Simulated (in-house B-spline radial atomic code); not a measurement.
**The palladium ion Pd³⁺: [Ar] 3d10 4s2 4p5 4d7 7f1 (an excited or competing configuration)**

All numbers are computed (Dirac-Hartree-Fock, average of configuration; Fermi nucleus of rms radius 4.5318 fm) with a radial B-spline atomic code at the basis-set limit, not measured.

Z_r = [3n² - l(l+1)]/(2<r>); Z_e = n√(-2ε); the last column is Slater's effective charge. Values are occupation-weighted means over j. An effective charge above Z reflects the relativistic contraction of the inner shells.

```csv
shell,electrons,ε (eV),<r> (bohr),Z_r,Z_e,Slater
1s,2,-24556,0.03184,47.10,42.48,45.70
2s,2,-3720.7,0.1377,43.56,33.07,41.85
2p,6,-3337.8,0.1205,41.49,31.33,41.85
3s,2,-756.52,0.3767,35.84,22.37,34.75
3p,6,-626.88,0.3768,33.17,20.36,34.75
3d,10,-420.54,0.3564,29.46,16.68,24.85
4s,2,-160.79,0.9354,25.66,13.75,18.60
4p,5,-121.98,1.012,22.72,11.98,18.60
4d,7,-63.202,1.242,16.91,8.62,8.90
7f,1,-4.7627,15.43,4.37,4.14,4.00
```

The least bound orbital is 7f5/2 at -4.762 eV, and it is also the most diffuse (<r> = 15.44 bohr).

Spin-orbit splittings of the orbital energies (j = l + 1/2 above j = l - 1/2 when positive): 2p 160.3 eV, 3p 28.87 eV, 3d 5.675 eV, 4p 4.899 eV, 4d 0.6464 eV, 7f -0.001428 eV.

For the 1s electron the small component carries 2.84 % of the norm, the zero-frequency Breit interaction raises the level by 51.78 eV, self-energy by 28.84 eV, and vacuum polarisation lowers it by 3.56 eV.
